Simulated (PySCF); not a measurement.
Compound: pentafluoroethane, C2HF5.
SMILES with atom numbers: `[F:1][CH:2]([F:3])[C:4]([F:5])([F:6])[F:7]` (hydrogens: H8 on C2)

The same species was optimised twice, with GFN2-xTB and with PBE0-D3(BJ)/def2-SVP (PySCF), and the same property calculations (PySCF, gas phase) were run on both structures.

```csv
coordinate,GFN2-xTB,PBE0-D3(BJ)/def2-SVP,change
C2–C4 (Å),1.550,1.530,-0.020
C4–F7 (Å),1.334,1.329,-0.005
C4–F6 (Å),1.334,1.329,-0.005
C2–F3 (Å),1.341,1.338,-0.003
F1–C2 (Å),1.341,1.339,-0.002
C4–F5 (Å),1.325,1.324,-0.001
C2–C4–F5 (°),112.9,111.4,-1.5
F1–C2–F3 (°),108.0,109.4,+1.4
F6–C4–F7 (°),107.5,108.6,+1.1
F3–C2–C4 (°),109.8,108.9,-0.9
F1–C2–C4 (°),109.7,108.9,-0.8
F5–C4–F7 (°),108.1,108.9,+0.8
F5–C4–F6 (°),108.1,108.8,+0.7
C2–C4–F7 (°),110.0,109.5,-0.5
F1–C2–C4–F5 (°),59,60,+1
```

Rotational constants: A = 3731, B = 2356, C = 1971 MHz (GFN2-xTB) against A = 3710, B = 2438, C = 2019 MHz (PBE0-D3(BJ)/def2-SVP). Point groups within 0.08 Å: Cs and Cs.

On the GFN2-xTB structure: HOMO (eV) -10.54 [PBE0/pcSseg-1]; LUMO (eV) 1.47 [PBE0/pcSseg-1]; dipole (D) 1.51 [PBE0/pcSseg-1]; GIAO shielding of F1/F3 (mean) (ppm) 328.2 [PBE0/pcSseg-1]; GIAO shielding of C2 (ppm) 72.1 [PBE0/pcSseg-1]; GIAO shielding of C4 (ppm) 59.5 [PBE0/pcSseg-1]; GIAO shielding of F5/F6/F7 (mean) (ppm) 271.1 [PBE0/pcSseg-1].

Problem. What do these properties become on the PBE0-D3(BJ)/def2-SVP structure?

Solution. 
| property | level | on GFN2-xTB | on PBE0-D3(BJ)/def2-SVP | change |
| --- | --- | --- | --- | --- |
| HOMO (eV) | PBE0/pcSseg-1 | -10.54 | -10.49 | +0.05 |
| LUMO (eV) | PBE0/pcSseg-1 | 1.47 | 1.53 | +0.06 |
| dipole (D) | PBE0/pcSseg-1 | 1.51 | 1.51 | 0.00 |
| energy, GFN2-xTB geometry as zero (kcal/mol) | PBE0/pcSseg-1 | 0.0 | -0.4 | -0.4 |
| GIAO shielding of F1/F3 (mean) (ppm) | PBE0/pcSseg-1 | 328.2 | 331.5 | +3.3 |
| GIAO shielding of C2 (ppm) | PBE0/pcSseg-1 | 72.1 | 73.4 | +1.3 |
| GIAO shielding of C4 (ppm) | PBE0/pcSseg-1 | 59.5 | 60.9 | +1.4 |
| GIAO shielding of F5/F6/F7 (mean) (ppm) | PBE0/pcSseg-1 | 271.1 | 276.3 | +5.2 |

The heavy atoms differ by 0.028 Å rms after alignment. Among bonds between heavy atoms C2–C4 changes most (-0.020 Å). Changes are differences of the printed values. Neither structure is proved a minimum here.

The values belong to the conformer `[F:1][CH:2]([F:3])[C:4]([F:5])([F:6])[F:7]`: F1–C2–C4–F5 60°.
